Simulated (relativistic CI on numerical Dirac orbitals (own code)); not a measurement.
Radial parameters of Gd⁴⁵⁺

Computed by Dirac-Coulomb-Breit CI, KLI orbitals optimised for each configuration, QED by a radiative potential, unscaled Slater integrals (own radial code, finite nucleus).

Slater integrals F^k, G^k are unscaled and averaged over j, outside the closed core [Ne]; ζ comes from projecting the Hamiltonian with its Breit term on Σ l·s of the shell.

- 3s2 3p6 3d: ζ(3d) = 124840 cm⁻¹; <r>(3d) = 0.1971, <r^2>(3d) = 0.04493 (bohr units).
- 3s2 3p5 3d2: ζ(3p) = 911440, F^2(3d,3d) = 519430, F^4(3d,3d) = 336020, F^2(3p,3d) = 445500, G^1(3p,3d) = 468460, G^3(3p,3d) = 314820, ζ(3d) = 123660 cm⁻¹; <r>(3p) = 0.2224, <r^2>(3p) = 0.05719, <r>(3d) = 0.1974, <r^2>(3d) = 0.04506 (bohr units).
- 3s 3p6 3d2: F^2(3d,3d) = 519060, F^4(3d,3d) = 335770, G^2(3s,3d) = 354990, ζ(3d) = 124250 cm⁻¹; <r>(3s) = 0.2276, <r^2>(3s) = 0.0591, <r>(3d) = 0.1976, <r^2>(3d) = 0.04512 (bohr units).

**Question.** Give the Racah parameters of the d shell in 3s2 3p5 3d2.

**Answer.** B = F²/49 − 5F⁴/441 = 6791 cm⁻¹ and C = 35F⁴/441 = 26668 cm⁻¹.

Averages of the first 10 configurations, taken without configuration mixing, which lowers the lowest level and can move excited configurations by several eV; other configurations of the list can lie among them:

```
Configuration  Parity  States  Average energy above the lowest level (eV)
   3s2 3p6 3d    even      10                                        23.9
  3s2 3p5 3d2     odd     270                                       328.0
   3s 3p6 3d2    even      90                                       617.7
   3s2 3p6 4s    even       2                                      1480.1
   3s2 3p6 4p     odd       6                                      1589.2
   3s2 3p6 4d    even      10                                      1713.7
3s2 3p5 3d 4s     odd     120                                      1774.9
   3s2 3p6 4f     odd      14                                      1807.6
3s2 3p5 3d 4p    even     360                                      1884.3
      3p6 3d3    even     120                                      1221.5
```
